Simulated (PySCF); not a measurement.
# Radial density of K⁺ (potassium, charge +1)

r2SCAN, [Ar], closed-shell 1S. Calculation: PySCF 2.14, in aug-cc-pVDZ-X2C; scalar relativity by spin-free X2C-1e.

```csv
r (bohr),4πr²ρ (e/bohr)
0.00105,0.07768
0.00177,0.2033
0.00298,0.5273
0.00501,1.331
0.00843,3.199
0.0142,7.071
0.0238,13.58
0.0401,20.57
0.0675,21.55
0.113,16.23
0.191,19.21
0.321,21.70
0.540,8.159
0.908,6.084
1.53,4.944
2.57,0.7170
4.32,0.009066
7.27,3.600e-05
```

Densities and radii are taken from the X2C orbitals without a picture-change correction, which distorts them close to the nucleus.
